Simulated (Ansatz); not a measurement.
Total energies of the cluster InTe₃ from Ansatz at PBE0-D4/def2-TZVP, gas phase (1 Eh = 27.2114 eV = 2625.5 kJ/mol). The reference geometry is relaxed at PBE-D4/def2-SVP.

| atom | x (Å) | y (Å) | z (Å) |
| --- | --- | --- | --- |
| In1 | 0.345 | -0.417 | -1.881 |
| Te2 | 2.050 | 0.598 | 0.485 |
| Te3 | -1.851 | -1.160 | 0.159 |
| Te4 | -0.545 | 0.979 | 1.237 |

| state | geometry | energy (Eh) |
| --- | --- | --- |
| charge 0 doublet | reference | -994.38964 |
| charge 1 singlet | reference | -994.12208 |
| charge 0 quartet | relaxed at PBE-D4/def2-SVP | -994.34468 |
| free In atom (doublet) | – | -190.11398 |
| free Te atom (triplet) | – | -267.99464 |

In the def2 sets In, Te take a core potential; there is no spin–orbit coupling.

Question: Work out the vertical ionisation energy to the singlet.

Answer: E(charge 1 singlet) − E(charge 0 doublet) = -994.12208 − (-994.38964) = 0.26756 Eh = 7.28 eV. For comparison, −ε of the highest occupied level of the spin that leaves is 5.69 eV at this level, 1.59 eV less.

Question: Which of the charge 0 states is lowest, and how far above it are the others?

Answer: The doublet. quartet: -994.34468 − (-994.38964) = 0.04496 Eh = 118.0 kJ/mol.

Question: What is the binding energy per atom against free atoms?

Answer: Atoms: 1 × (-190.11398) + 3 × (-267.99464) = -994.09790 Eh. Binding: -994.09790 − (-994.38964) = 0.29174 Eh = 7.94 eV, or 1.98 eV for each of 4 atoms (no zero-point energy, no counterpoise term).

The restricted singlet is unstable towards broken spin symmetry in Hartree–Fock (as tested in another run); at PBE0-D4/def2-TZVP this wasn't settled. 

The structure comes from a short search, and lower isomers may exist.
